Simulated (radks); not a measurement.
Values are calculated unless marked as measured or tabulated.
Problem. These are the eigenvalues of the occupied orbitals of an atom or ion with whole-number occupations (hartree). Level of theory: non-relativistic Kohn-Sham, BLYP, spin-polarised, spherical densities, point nucleus (a radial shooting solver on a logarithmic mesh with Libxc functionals).

orbital  eigenvalue
1s up     -32.40407
1s down   -32.33046
2s up      -2.92971
2s down    -2.76081
2p up      -2.08863
2p down    -1.91289

Which element is it, and in what charge state? The configuration may be excited. Open shells, if any, are filled with parallel spins first.

Solution. Z = 10, neon, charge +2: Ne2+ in [He] 2s2 2p4. The list shows which subshells hold electrons but not how many an open one holds; the 1s level, -32.404 hartree, gives Z - s = 8.1 by -(Z - s)^2/2, which with screening narrows Z to a few neighbours, and the depths of the outer levels then fix element, charge and occupations together.
